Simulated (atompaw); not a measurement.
**What one change does to a pseudopotential (La, PAW (atompaw))**

* Element: lanthanum (La)
* Generator: atompaw 4.2.0.5
* Type: PAW
* Functional: PBE
* Relativity: scalar-relativistic
* Frozen core: [Kr] 4d10
* Valence charge: 11
* Reference configuration: 4f0 5s2 5p6 5d0 6s0 6p0 (charge +3)
* Partial waves: 5s (bound): rc 1.70 bohr; 6s (bound, empty): rc 2.25 bohr; 5p (bound): rc 2.25 bohr; 6p (bound, empty): rc 3.00 bohr; 5d (bound, empty): rc 3.00 bohr; 5d channel at 0.25 Ry: rc 3.00 bohr; 4f (bound, empty): rc 2.05 bohr; 4f channel at -0.05 Ry: rc 2.05 bohr
* Local potential: ultrasoft scheme with l = 4 at 0 Ry, radius 2.55 bohr
* Core correction: smooth core density matched at 1.70 bohr
* Augmentation charge: sinc compensation charge, radius 2.85 bohr; PAW radius 3.00 bohr; waves and projectors: custom polynom2 7 10 vanderbiltortho

All-electron outer shells of the reference configuration (PBE, scalar-relativistic, ld1.x):

```json
{"shell": "4p", "level (eV)": "-223.32", "outermost node (bohr)": "0.34", "outermost maximum (bohr)": "0.63"}
{"shell": "4d", "level (eV)": "-127.14", "outermost node (bohr)": "0.32", "outermost maximum (bohr)": "0.68"}
{"shell": "5s", "level (eV)": "-61.67", "outermost node (bohr)": "0.77", "outermost maximum (bohr)": "1.41"}
{"shell": "5p", "level (eV)": "-44.74", "outermost node (bohr)": "0.83", "outermost maximum (bohr)": "1.58"}
{"shell": "4f", "level (eV)": "-27.31", "outermost node (bohr)": "–", "outermost maximum (bohr)": "0.74"}
{"shell": "5d", "level (eV)": "-23.35", "outermost node (bohr)": "0.94", "outermost maximum (bohr)": "2.05"}
{"shell": "6s", "level (eV)": "-20.32", "outermost node (bohr)": "1.80", "outermost maximum (bohr)": "3.22"}
{"shell": "6p", "level (eV)": "-15.86", "outermost node (bohr)": "2.07", "outermost maximum (bohr)": "3.74"}
```

Change: local potential ultrasoft scheme with l = 4 at 0 Ry, radius 2.34 bohr.

Cutoffs: the cutoffs (Ry, on a coarse ladder) from which the occupation-weighted sum of valence levels, in a spherical-Bessel basis at the reference potential, stays within 10 and 1 mRy of its value at 400 Ry; they do not see the model core or the augmentation charge, which bear on the density cutoff.

Task: What does the change do?

Result: The potential gets neither clearly harder nor softer (18 Ry and 25 Ry → 18 Ry and 25 Ry); the range in which the s phases agree widens (upper end 0.1 → 1.2); the range in which the f phases agree widens (upper end 2.2 → 3.4); neither file shows a bound ghost.

| quantity | base | changed |
| --- | --- | --- |
| cutoff, loose | 18 Ry | 18 Ry |
| cutoff, tight | 25 Ry | 25 Ry |
| bound ghosts | none | none |
| s: phases at 3.00 bohr within 0.05 rad from the reference energy up to (Ry; the scan ends near 5) | 0.1 | 1.2 |
| p: phases at 3.00 bohr within 0.05 rad from the reference energy up to (Ry; the scan ends near 5) | -0.7 | -0.7 |
| d: phases at 3.00 bohr within 0.05 rad from the reference energy up to (Ry; the scan ends near 5) | to the end of the scan | 5.0 |
| f: phases at 3.00 bohr within 0.05 rad from the reference energy up to (Ry; the scan ends near 5) | 2.2 | 3.4 |
| lowest overlap eigenvalue by channel | s 0.46, p 0.46, d 0.85, f 0.99 | s 0.40, p 0.46, d 0.85, f 0.97 |

 The cutoffs see the waves, projectors and local potential, not the compensation charge or the core.
